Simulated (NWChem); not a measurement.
Species: methylammonium (CH₆N cation); SMILES C[NH3+]

Program: NWChem. The geometry was optimised at PBE-D3(BJ)/def2-SVP. Level PBE/def2-TZVP: single points from the atomic guess with DIIS by default; each run changes one setting, and all converged runs end within 0.3 mHa of each other.

**Question.** Which setting needs the most SCF iterations, or fails (no DIIS, 40 % damping; core-Hamiltonian guess; level shift of 0.5 Ha throughout; defaults; no level shifting)?

**Answer.** no DIIS, 40 % damping, with 18 against 7 for the defaults.
```tsv
setting	SCF iterations
defaults	7
level shift of 0.5 Ha throughout	11
core-Hamiltonian guess	12
no DIIS, 40 % damping	18
no level shifting	7
```
